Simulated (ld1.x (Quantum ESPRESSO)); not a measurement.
**iron: excitation energies, all-electron against ultrasoft**

```
Element                 : iron
Generator               : ld1.x (Quantum ESPRESSO) 7.5
Type                    : ultrasoft
Functional              : PBE
Relativity              : fully relativistic
Frozen core             : [Ne] 3s2
Valence charge          : 14
Reference configuration : 3p6 3d6 4s2 4p0
Partial waves           : 4s (bound): rcut 1.50, rcutus 2.05 bohr; 4s channel at -0.1 Ry: rcut 1.50, rcutus 2.05 bohr; 3p (bound): rcut 1.25, rcutus 1.40 bohr; 4p (bound, empty): rcut 1.25, rcutus 1.40 bohr; 3d (bound): rcut 1.50, rcutus 1.60 bohr; 3d channel at 2 Ry: rcut 1.50, rcutus 1.60 bohr
Local potential         : all-electron potential smoothed inside 1.50 bohr (lloc = -1)
Core correction         : a·sin(br)/r model core inside 0.75 bohr
Augmentation charge     : built from norm-conserving waves at rcut, not smoothed further
```

Open shells are filled in proportion to 2j + 1 (rel_dist='average').

Energies are relative to the spin-unpolarised reference configuration 3p6 3d6 4s2 4p0; without spin polarisation the order of configurations can differ from experiment. Not all tests gave a result: 1 of 7 tests not solved or not reliable. Left out of the table: 3p6 3d6.5 4s1.5 4p0 (solver errors, printed error -2392 eV).

| valence configuration | charge | ΔE all-electron (eV) | error AE − PS (meV) |
| --- | --- | --- | --- |
| 3p6 3d6 4s1 4p0 | +1 | 8.729 | -0.7 |
| 3p6 3d6 4s0 4p0 | +2 | 24.932 | -6.1 |
| 3p6 3d5 4s0 4p0 | +3 | 59.155 | -341 |
| 3p6 3d5 4s2 4p0 | +1 | 14.206 | -224 |
| 3p5 3d6 4s2 4p0 | +1 | 67.690 | -529 |

(1) What are ΔE and the potential's error for 3p6 3d7 4s0 4p0?

A Bessel basis up to 400 Ry misses an occupied level by 1.04 Ry, so cutoffs were not judged. Note: ghost state, extra bound levels that the all-electron valence spectrum of the same l lacks: s at -23.7 eV (other channels not judged).

## Answers

(1) ΔE = 6.636 eV all-electron; the error (AE − PS) is -197 meV.

These tests converged, but a pseudo level misses the all-electron one widely, so the file describes the atom poorly there or has found another state: 3p6 3d5 4s0 4p0: empty 4p by 2.8 eV (a node warning on the way).
